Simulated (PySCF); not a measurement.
**P: excitation energy**

P [Ne] 3s2 3p3 (4S) → P [Ne] 3s1 3p3 4s1 (6S), as a difference of total energies. Computed with PySCF 2.14 in aug-cc-pVDZ-DK (5s4p2d, 27 functions), with scalar relativity by spin-free X2C-1e. Correlated levels: valence: [Ne] frozen. The calculations carry no spin-orbit coupling.

| method | excitation energy (eV) |
| --- | --- |
| UHF | 10.865 |
| LDA | 12.819 |
| PBE | 12.738 |
| PBE0 | 12.652 |
| r2SCAN | 12.286 |
| LC-wPBE | 12.839 |
| B97-3 | 13.051 |
| TPSS | 12.859 |
| MP2 (valence) | 11.995 |
| SCS-MP2 (valence) | 12.373 |

Question: How much does correlation contribute at MP2 (valence)?

Answer: 11.995 − (10.865) = 1.130 eV, measured against UHF.

The upper state lies above the first ionisation limit, but in LS coupling its spin forbids autoionisation to the ground ion. A Rydberg-like electron needs more diffuse functions than a valence basis has.

The promoted electron is Rydberg-like, and one or two diffuse shells describe it only roughly, which tends to raise the upper state.
